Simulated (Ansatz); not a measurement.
Program: Ansatz. Geometries: PBE0-D4/def2-TZVP. ΔE: electronic, gas phase. CBS: MP2 limit from def2 TZ/QZ plus the TZ coupled-cluster correction, frozen cores. This one scheme is used for every species. DFT in def2-TZVPP. B3LYP here is the variant with VWN-RPA as its local correlation; programs differ in this. HSE06 is defined as in plane-wave codes. One conformer a species, not always the lowest.

Reaction (formal exchange of groups at a C–Si bond): `CC[SiH](N)[SiH3]` + `CC(C)C(C)C` → `CCC(C)(C)C(C)C` + `N[SiH2][SiH3]`

Is it downhill or uphill in electronic energy at CCSD(T)/CBS, and by how much? (An estimate is asked.)

Computed: Uphill: ΔE = +32.9 kJ/mol.

What do these levels give: PBE-D4, r2SCAN-D4, B3LYP-D4, HSE06-D4, PBE, revPBE, BHLYP, LC-ωPBE, HF/def2-SVP, CCSD(T)/def2-SVP, SCS-MP2/def2-TZVPP, CCSD/CBS(def2)? (An estimate is asked.)

Computed: PBE-D4 41.7, r2SCAN-D4 39.6, B3LYP-D4 41.5, HSE06-D4 40.9, PBE 48.1, revPBE 57.4, BHLYP 46.5, LC-ωPBE 43.0, HF/def2-SVP 44.4, CCSD(T)/def2-SVP 21.7, SCS-MP2/def2-TZVPP 31.6, CCSD/CBS(def2) 35.8 kJ/mol.

Largest T1 diagnostic among the species: 0.011.

Leaving LDA and LC-ωPBE aside and taking each functional with its dispersion term where it has one, the values, not all of them listed here, spread over 8.0 kJ/mol, from ωB97X-V to B2PLYP. LDA lies −20.4 kJ/mol from PBE without D4. At CCSD(T), def2-SVP lies −11.2 kJ/mol from the extrapolated value and def2-TZVPP −2.2 kJ/mol.
